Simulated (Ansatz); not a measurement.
`[CH3][Al-]1([OH])[O]C=CC=[O+]1`, charge 0, multiplicity 1.

**Question.** Give a relaxed structure at PBE0-D4/def2-TZVP (Ansatz 0.2.0). (Best estimate.)

**Answer.** Ansatz gave: 
```xyz
15

C    -1.154    0.469   -2.117
Al   -0.860    0.318   -0.200
O    -2.047    0.726    0.959
O     0.683    1.183    0.320
C     1.634    0.671    0.978
C     1.752   -0.670    1.322
C     0.802   -1.604    0.928
O    -0.246   -1.356    0.264
H    -0.272    0.170   -2.691
H    -1.983   -0.163   -2.450
H    -1.396    1.495   -2.411
H    -2.913    1.053    0.731
H     2.427    1.361    1.283
H     2.613   -0.997    1.887
H     0.959   -2.654    1.196
```
Point group Cs.
This is one stationary point; other conformers may exist.
